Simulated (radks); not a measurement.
Values are calculated unless marked as measured or tabulated.
Species: the molybdenum ion Mo4+. Configuration: [Kr] 4d2 (the NIST ground configuration). Level of theory: Dirac Kohn-Sham, RPBE, spin-unpolarised, spherical densities, point nucleus; open shells fill j = l - 1/2 first (a radial shooting solver on a logarithmic mesh with Libxc functionals).

Unscreened Slater integrals over Kohn-Sham orbitals (hartree). Large and small components are both included. Empty in this configuration: 4d5/2.

F0(4d3/2,4d3/2): 0.59628
F2(4d3/2,4d3/2): 0.30498
F0(4d3/2,4p3/2): 0.65901
F2(4d3/2,4p3/2): 0.33104
G1(4d3/2,4p3/2): 0.41548
G3(4d3/2,4p3/2): 0.25567
F0(4d3/2,4p1/2): 0.66425
G1(4d3/2,4p1/2): 0.41247
F0(4d3/2,4s1/2): 0.68213
G2(4d3/2,4s1/2): 0.30268
F0(4d3/2,4d5/2): 0.59431
F2(4d3/2,4d5/2): 0.30400
G2(4d3/2,4d5/2): 0.30389
G4(4d3/2,4d5/2): 0.20078
F0(4p3/2,4p3/2): 0.74843
F2(4p3/2,4p3/2): 0.39605
F0(4p3/2,4p1/2): 0.75649
G2(4p3/2,4p1/2): 0.39952
F0(4p3/2,4s1/2): 0.78390
G1(4p3/2,4s1/2): 0.53217
F0(4p3/2,4d5/2): 0.65626
F2(4p3/2,4d5/2): 0.32893
G1(4p3/2,4d5/2): 0.41203
G3(4p3/2,4d5/2): 0.25350
F0(4p1/2,4p1/2): 0.76490
F0(4p1/2,4s1/2): 0.79346
G1(4p1/2,4s1/2): 0.54264
F0(4p1/2,4d5/2): 0.66142
G3(4p1/2,4d5/2): 0.25116
F0(4s1/2,4s1/2): 0.82597
F0(4s1/2,4d5/2): 0.67903
G2(4s1/2,4d5/2): 0.29915
F0(4d5/2,4d5/2): 0.59236
F2(4d5/2,4d5/2): 0.30305
F4(4d5/2,4d5/2): 0.20023
